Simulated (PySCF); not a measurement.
HCl3Ge, singlet, at a GFN2-xTB geometry; M062X/6-31G* run with PySCF.

Input for PySCF:
```python
from pyscf import gto, scf, dft

mol = gto.M(
    atom='''
Ge   -0.029779   -0.002099    0.416850
Cl   -0.201481    1.973713   -0.305508
Cl    1.836427   -0.791700   -0.173849
Cl   -1.570755   -1.177489   -0.419194
H    -0.138315   -0.009749    1.936159
''',
    basis='6-31g*',
    charge=0,
    spin=0,
    verbose=5,
)

mf = dft.RKS(mol)
mf.xc = 'm062x'
mf.kernel()
```

Predict the main parts of the log of this PySCF run.


```
PySCF version 2.14.0

[INPUT] verbose = 5
[INPUT] max_memory = 4000
[INPUT] num. atoms = 5
[INPUT] num. electrons = 84
[INPUT] charge = 0
[INPUT] spin (= nelec alpha-beta = 2S) = 0
[INPUT] symmetry False subgroup None
[INPUT] Mole.unit = angstrom
[INPUT] Symbol           X                Y                Z      unit          X                Y                Z       unit  Magmom
[...]
[INPUT] ---------------- BASIS SET ----------------
[INPUT] l, kappa, [nprim/nctr], expnt,             c_1 c_2 ...
[INPUT] Ge
[...]
                                14156.42          0.01328181
                                3224.935          0.06557319
                                909.4821          0.2283712
                                291.7149          0.4778104
                                99.89074          0.3557135
[...]
                                480.6599          0.03068823
                                156.0616          0.1262906
                                59.07914          -0.01105405
                                24.22346          -0.6103659
                                10.04418          -0.4755387
[...]
                                30.2823           0.05874495
                                12.85367          0.2598349
                                5.587437          -0.1926917
                                2.438461          -0.719057
                                1.040324          -0.2995181
[...]
                                0.443662          -0.2189617
                                0.176082          -0.9242006
[...]
                                480.6599          0.03051218
                                156.0616          0.1338971
                                59.07914          0.3462496
                                24.22346          0.4635741
                                10.04418          0.2047879
[...]
                                30.2823           -0.02954252
                                12.85367          0.05042291
                                5.587437          0.3699366
                                2.438461          0.4933147
                                1.040324          0.2116445
[...]
                                0.443662          0.3028906
                                0.176082          0.7562828
[...]
                                12.20184          0.3847726
                                3.823423          0.7003323
[...]
[INPUT] Cl
[...]
                                3780.35           0.014034
                                860.474           0.069097
                                242.145           0.237452
                                77.3349           0.483034
                                26.247            0.339856
[...]
                                116.984           -0.030714
                                37.4153           -0.112528
                                13.7834           0.045016
                                5.45215           0.589353
                                2.22588           0.465206
[...]
                                1.14427           0.061589
                                0.420377          1.06018
[...]
                                116.984           0.030318
                                37.4153           0.12988
                                13.7834           0.327951
                                5.45215           0.453527
                                2.22588           0.252154
[...]
                                1.14427           0.323572
                                0.420377          0.743507
[...]
[INPUT] H
[...]
                                2.8253937         0.23472695
                                0.6401217         0.81375733
[...]
nuclear repulsion = 562.749842250992
number of shells = 38
number of NR pGTOs = 252
number of NR cGTOs = 88
basis = 6-31g*
ecp = {}

******** <class 'pyscf.dft.rks.RKS'> ********
method = RKS
initial guess = minao
damping factor = 0
[...]
  9.13598392e-01  9.15785691e-01  9.15797133e-01  9.18396349e-01
  9.22544088e-01  9.22570196e-01  9.58480125e-01  9.58488275e-01
  9.75406415e-01  1.09186685e+00  1.09292500e+00  1.09296897e+00
  1.25488196e+00  1.31086928e+00  1.31091171e+00  3.39872169e+00
  3.39872474e+00  3.47712778e+00  3.50767513e+00  3.50768417e+00]
nelec by numeric integration = 83.99999993556688
E1 = -5922.486642063827  E2 = 1901.8117514164762  Ecoul = 2066.1606919432734  Exc = -164.34894052679715
cycle= 8 E= -3457.92504839636  delta_E= -4.35e-09  |g|= 1.37e-05  |ddm|= 0.000219
[...]
  mo_energy =
[-4.01084481e+02 -1.02660077e+02 -1.02660058e+02 -1.02660046e+02
 -5.06404498e+01 -4.51694148e+01 -4.51694147e+01 -4.51685701e+01
 -9.82600352e+00 -9.82597361e+00 -9.82596383e+00 -7.54656949e+00
 -7.54656184e+00 -7.54654096e+00 -7.54161471e+00 -7.54160442e+00
 -7.54159844e+00 -7.54155945e+00 -7.54154823e+00 -7.54153765e+00
 -6.62064283e+00 -4.78347938e+00 -4.78347809e+00 -4.77988214e+00
 -1.50267248e+00 -1.50267093e+00 -1.49876290e+00 -1.49688913e+00
 -1.49688763e+00 -9.70408323e-01 -9.32266670e-01 -9.32258307e-01
 -6.35966030e-01 -4.97547687e-01 -4.91094218e-01 -4.91089487e-01
 -4.23254553e-01 -4.23243201e-01 -4.05030977e-01 -4.05021360e-01
 -3.99723802e-01 -3.94752734e-01  3.04370566e-03  3.56705769e-02
  3.56831773e-02  1.06553717e-01  1.29766998e-01  1.68968558e-01
  1.92886536e-01  1.92892603e-01  3.79905833e-01  3.79913295e-01
  3.89618725e-01  3.89624740e-01  4.25421964e-01  4.71735916e-01
  4.71750803e-01  4.99918979e-01  5.33239257e-01  5.33264804e-01
  5.62059370e-01  5.99655928e-01  5.99711719e-01  6.62325041e-01
  7.19395959e-01  7.19418172e-01  7.24637263e-01  8.99040868e-01
  9.13596207e-01  9.15783179e-01  9.15794630e-01  9.18393873e-01
  9.22541500e-01  9.22567605e-01  9.58477560e-01  9.58485713e-01
  9.75405350e-01  1.09186510e+00  1.09292268e+00  1.09296665e+00
  1.25488109e+00  1.31086668e+00  1.31090913e+00  3.39871828e+00
  3.39872133e+00  3.47712431e+00  3.50767251e+00  3.50768155e+00]
nelec by numeric integration = 83.99999993557279
E1 = -5922.486828051047  E2 = 1901.8119374035582  Ecoul = 2066.1608884872644  Exc = -164.3489510837063
cycle= 9 E= -3457.9250483965  delta_E= -1.38e-10  |g|= 3.83e-06  |ddm|= 4.15e-05
[...]
  mo_energy =
[-4.01084480e+02 -1.02660077e+02 -1.02660058e+02 -1.02660046e+02
 -5.06404486e+01 -4.51694136e+01 -4.51694134e+01 -4.51685689e+01
 -9.82600325e+00 -9.82597335e+00 -9.82596355e+00 -7.54656923e+00
 -7.54656159e+00 -7.54654070e+00 -7.54161441e+00 -7.54160415e+00
 -7.54159814e+00 -7.54155915e+00 -7.54154795e+00 -7.54153735e+00
 -6.62064188e+00 -4.78347840e+00 -4.78347711e+00 -4.77988126e+00
 -1.50267153e+00 -1.50266997e+00 -1.49876206e+00 -1.49688823e+00
 -1.49688673e+00 -9.70408100e-01 -9.32266476e-01 -9.32258104e-01
 -6.35966094e-01 -4.97547811e-01 -4.91093867e-01 -4.91089141e-01
 -4.23254328e-01 -4.23242978e-01 -4.05030852e-01 -4.05021236e-01
 -3.99723770e-01 -3.94752588e-01  3.04380596e-03  3.56703820e-02
  3.56829821e-02  1.06553859e-01  1.29766689e-01  1.68968651e-01
  1.92886577e-01  1.92892642e-01  3.79905936e-01  3.79913395e-01
  3.89618825e-01  3.89624840e-01  4.25422099e-01  4.71736012e-01
  4.71750901e-01  4.99918927e-01  5.33239701e-01  5.33265246e-01
  5.62059517e-01  5.99655715e-01  5.99711505e-01  6.62324860e-01
  7.19396186e-01  7.19418396e-01  7.24637552e-01  8.99041102e-01
  9.13596358e-01  9.15783442e-01  9.15794887e-01  9.18394107e-01
  9.22541739e-01  9.22567846e-01  9.58477799e-01  9.58485951e-01
  9.75405057e-01  1.09186511e+00  1.09292286e+00  1.09296683e+00
  1.25488053e+00  1.31086687e+00  1.31090931e+00  3.39871905e+00
  3.39872210e+00  3.47712502e+00  3.50767322e+00  3.50768226e+00]
nelec by numeric integration = 83.99999993557404
E1 = -5922.486801151945  E2 = 1901.8119105044425  Ecoul = 2066.1608602418196  Exc = -164.34894973737715
Extra cycle  E= -3457.92504839651  delta_E= -1.32e-11  |g|= 1.82e-06  |ddm|= 7.63e-06
converged SCF energy = -3457.92504839651
```
